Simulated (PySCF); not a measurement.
SnBr2, SMILES [Br][Sn][Br] (connectivity only; charge and spin as stated), neutral, multiplicity 1.

Geometry: ωB97X-D3(BJ)/def2-SVP. The isomer is the one that the SMILES or the coordinates give; other isomers of the formula were not compared. The def2 effective core potentials stand for the cores of Sn; spin–orbit coupling is left out.

These are B3LYP/def2-TZVPD (PySCF) values and carry that method's errors.

Symmetry labels are those of the subgroup C2v that the program uses (full group C2v).

List the valence orbital energies around the gap with their symmetry. (The exact figures need the calculation; the answer reports its results.)


```
orbital  symmetry  energy (eV)
-------  --------  -----------
HOMO−7         B2       -20.56
HOMO−6         A1       -13.24
HOMO−5         B2        -9.58
HOMO−4         A1        -8.83
HOMO−3         B1        -8.70
HOMO−2         A2        -8.17
HOMO−1         B2        -7.87
HOMO           A1        -7.56
LUMO           B1        -3.43
LUMO+1         A1        -1.27
LUMO+2         B2        -1.27
LUMO+3         A1        -0.11
```
